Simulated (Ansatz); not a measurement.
Basis-set extrapolation for H8N2SSi2, SMILES `N[SiH2]S[SiH2]N` (PBE0-D4/def2-TZVP geometry, frozen core, Ansatz). Multiplicity 1, RHF reference.

```json
{"": "HF", "def2-TZVPP": "-1089.162666", "def2-QZVPP": "-1089.197829"}
{"": "MP2 correlation", "def2-TZVPP": "-0.858403", "def2-QZVPP": "-0.925146"}
{"": "CCSD(T) correlation", "def2-TZVPP": "-0.953906", "def2-QZVPP": "not run"}
```

Energies in hartree. Use E(X) = E(∞) + A·exp(−7.88·√X) for Hartree–Fock and E(X) = E(∞) + B·X^(−2.97) for correlation, with X = 3 and 4, and add CCSD(T) minus MP2 of the smaller set to the MP2 limit.

Q: What is the CCSD(T) energy at the basis-set limit?

A: HF limit: -1089.197829 + (-0.035163) × 0.13774 = -1089.20267. MP2 limit: -0.925146 + (-0.066743) × 0.74074 = -0.97459. Higher-order term: -0.953906 − (-0.858403) = -0.09550. Total: -1090.27276 hartree, 98.0 kcal/mol below CCSD(T)/def2-TZVPP.
